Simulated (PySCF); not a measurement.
Compound: C₅H₁₁Si₂ (doublet state).
Cartesian coordinates in Å at the GFN2-xTB level; atoms count from 1:
```xyz
18
C5H11Si2 angstrom
C      0.247    1.761   -0.820
C     -0.447    0.944    0.046
C     -1.239    1.442    1.058
C     -0.359   -0.521   -0.131
Si    -1.965   -1.453   -0.509
C      0.811   -1.159   -0.041
Si     2.488   -0.412    0.373
H      0.194    2.832   -0.735
H      0.837    1.351   -1.619
H     -1.324    2.501    1.225
H     -1.770    0.786    1.723
H     -2.180   -2.478    0.517
H     -1.832   -2.100   -1.818
H     -3.090   -0.517   -0.529
H      0.804   -2.234   -0.194
H      3.235   -0.159   -0.864
H      3.223   -1.403    1.168
H      2.358    0.826    1.139
```

The hyperfine couplings belong to this conformer and change with its torsions.

As a line formula: `[CH2]C(=C)/C([SiH3])=C\[SiH3]` [radical].

Method: PySCF 2.14.0, UKS B3LYP, pcH-1 on C H Si, non-relativistic, mean-field spin-orbit, GIAO. Isolated species at its GFN2-xTB geometry (one conformer only). GFN2-xTB frequencies show an imaginary mode (57i cm⁻¹), so this geometry is no minimum at that level. The geometry wasn't refined by DFT: couplings that depend on bond lengths, twists or pyramidal angles can differ widely from those at the functional's own minimum. The frame is twisted about the C2–C4 bond at this geometry (dihedral C3–C2–C4–Si5 = 60°); couplings at other torsion angles weren't computed.

What are Nα, Nβ and the exact ⟨S²⟩?

Nα = 35, Nβ = 34 (69 in all), and S(S+1) = 0.75 for S = 1/2.

Mulliken spin populations, one withheld:

| atom | bound to | population |
| --- | --- | --- |
| C1 | C2, H8, H9 | +0.6687 |
| C2 | C1, C3, C4 | -0.2646 |
| C3 | C2, H10, H11 | ? |
| C4 | C2, Si5, C6 | +0.0292 |
| Si5 | C4, H12, H13, H14 | -0.0033 |
| C6 | C4, Si7, H15 | -0.0310 |
| Si7 | C6, H16, H17, H18 | +0.0039 |
| H8 | C1 | -0.0284 |
| H9 | C1 | -0.0303 |
| H10 | C3 | -0.0299 |
| H11 | C3 | -0.0312 |
| H12 | Si5 | -0.0009 |
| H13 | Si5 | +0.0018 |
| H14 | Si5 | +0.0001 |
| H15 | C6 | +0.0014 |
| H16 | Si7 | -0.0004 |
| H17 | Si7 | +0.0037 |
| H18 | Si7 | 0.0000 |

Complete the table.

1 − (0.2888) gives +0.711, since all populations sum to 2S.

How is the spin shared among the elements?

Carbon +1.11, silicon 0.00, hydrogen -0.11. The positive populations sum to 1.42, the negative ones to -0.42.

The run gives ⟨S²⟩ = 0.7792. What does that say of the overlap of α and β orbitals, and of the weight of higher spin?

Σ|⟨iα|jβ⟩|² over occupied orbitals = Nβ − [⟨S²⟩ − S(S+1)] = 34 − 0.0292 = 33.9708. If the quartet state (S + 1) were the only admixture, its weight would be 0.0292/(2S + 2) = 0.97 %. For Kohn–Sham this describes the determinant of the orbitals, not the true wave function.

What Fermi-contact NMR shifts do the couplings of C1, C2, C3, C4, Si5, C6, Si7 imply at 200 K (Curie law, g = gₑ)?

δ = a_FC·h·gₑ μB S(S+1)/(3 g_N μN kT), with k/h = 20836.6 MHz/K:

```json
{"nuclei": "C1", "isotope": "13C", "a_FC (MHz)": "54.51", "g_N": "1.4048", "contact shift (ppm)": "+8559"}
{"nuclei": "C2", "isotope": "13C", "a_FC (MHz)": "-48.43", "g_N": "1.4048", "contact shift (ppm)": "-7604"}
{"nuclei": "C3", "isotope": "13C", "a_FC (MHz)": "57.32", "g_N": "1.4048", "contact shift (ppm)": "+8999"}
{"nuclei": "C4", "isotope": "13C", "a_FC (MHz)": "7.07", "g_N": "1.4048", "contact shift (ppm)": "+1110"}
{"nuclei": "Si5", "isotope": "29Si", "a_FC (MHz)": "9.21", "g_N": "-1.1106", "contact shift (ppm)": "-1830"}
{"nuclei": "C6", "isotope": "13C", "a_FC (MHz)": "-11.73", "g_N": "1.4048", "contact shift (ppm)": "-1841"}
{"nuclei": "Si7", "isotope": "29Si", "a_FC (MHz)": "-4.26", "g_N": "-1.1106", "contact shift (ppm)": "+846"}
```

The sign follows the spin density at the nucleus: positive density means a positive shift.

H8 and H9 aren't averaged: C1 is flat or nearly so (angle sum 360°), and its turn about the short C1–C2 bond (1.38 Å) is taken as slow.

Examples of negative spin density at the nucleus (bohr⁻³): C2 (-0.0431), C6 (-0.0104) and Si5 (-0.0104).
